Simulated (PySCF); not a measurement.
Compound: C6H11FP2.
Numbering: `[CH3:1][CH:2]=[P@:3]1([PH2:4])[CH:5]=[C:6]([F:7])[CH2:8][CH2:9]1` (hydrogens: H10, H11, H12 on C1; H13 on C2; H14, H15 on P4; H16 on C5; H17, H18 on C8; H19, H20 on C9)

The same species was optimised twice, with GFN2-xTB and with PBE0-D3(BJ)/def2-SVP (PySCF), and the same property calculations (PySCF, gas phase) were run on both structures.

```csv
coordinate,GFN2-xTB,PBE0-D3(BJ)/def2-SVP,change
C2=P3 (Å),1.729,1.682,-0.047
P3–P4 (Å),2.287,2.313,+0.026
C6–F7 (Å),1.342,1.324,-0.018
C5=C6 (Å),1.326,1.337,+0.011
C1–C2 (Å),1.510,1.502,-0.008
P3–C9 (Å),1.841,1.838,-0.003
C6–C8 (Å),1.495,1.498,+0.003
C8–C9 (Å),1.532,1.534,+0.002
P3–C5 (Å),1.804,1.802,-0.002
C2–P3–P4 (°),136.5,128.6,-7.9
C2–P3–C5 (°),108.7,114.0,+5.3
C1–C2–P3 (°),117.7,122.3,+4.6
C2–P3–C9 (°),107.4,111.6,+4.2
C5–P3–C9 (°),93.3,93.9,+0.6
P3–C9–C8 (°),105.5,105.0,-0.5
P3–C5–C6 (°),108.9,108.5,-0.4
C5–C6–F7 (°),123.5,123.9,+0.4
```

Rotational constants: A = 1363, B = 876.2, C = 707.3 MHz (GFN2-xTB) against A = 1388, B = 853.2, C = 697.6 MHz (PBE0-D3(BJ)/def2-SVP). Point groups within 0.08 Å: C1 and C1.

On the GFN2-xTB structure: HOMO (eV) -5.05 [PBE0/pcSseg-1]; LUMO (eV) -0.44 [PBE0/pcSseg-1]; dipole (D) 1.40 [PBE0/pcSseg-1]; GIAO shielding of C1 (ppm) 171.5 [PBE0/pcSseg-1]; GIAO shielding of C2 (ppm) 130.9 [PBE0/pcSseg-1]; GIAO shielding of P3 (ppm) 321.7 [PBE0/pcSseg-1]; GIAO shielding of P4 (ppm) 477.2 [PBE0/pcSseg-1]; GIAO shielding of C5 (ppm) 78.3 [PBE0/pcSseg-1]; GIAO shielding of C6 (ppm) 3.7 [PBE0/pcSseg-1]; GIAO shielding of F7 (ppm) 261.0 [PBE0/pcSseg-1]; GIAO shielding of C8 (ppm) 151.8 [PBE0/pcSseg-1].

What do these properties become on the PBE0-D3(BJ)/def2-SVP structure?

```csv
property,level,on GFN2-xTB,on PBE0-D3(BJ)/def2-SVP,change
HOMO (eV),PBE0/pcSseg-1,-5.05,-4.87,+0.18
LUMO (eV),PBE0/pcSseg-1,-0.44,-0.45,-0.01
dipole (D),PBE0/pcSseg-1,1.40,1.43,+0.03
"energy, GFN2-xTB geometry as zero (kcal/mol)",PBE0/pcSseg-1,0.0,-3.4,-3.4
GIAO shielding of C1 (ppm),PBE0/pcSseg-1,171.5,171.2,-0.3
GIAO shielding of C2 (ppm),PBE0/pcSseg-1,130.9,149.9,+19.0
GIAO shielding of P3 (ppm),PBE0/pcSseg-1,321.7,324.7,+3.0
GIAO shielding of P4 (ppm),PBE0/pcSseg-1,477.2,434.2,-43.0
GIAO shielding of C5 (ppm),PBE0/pcSseg-1,78.3,78.7,+0.4
GIAO shielding of C6 (ppm),PBE0/pcSseg-1,3.7,2.8,-0.9
GIAO shielding of F7 (ppm),PBE0/pcSseg-1,261.0,260.9,-0.1
GIAO shielding of C8 (ppm),PBE0/pcSseg-1,151.8,151.1,-0.7
```

The heavy atoms differ by 0.062 Å rms after alignment. Among bonds between heavy atoms C2=P3 changes most (-0.047 Å). Changes are differences of the printed values. Neither structure is proved a minimum here.
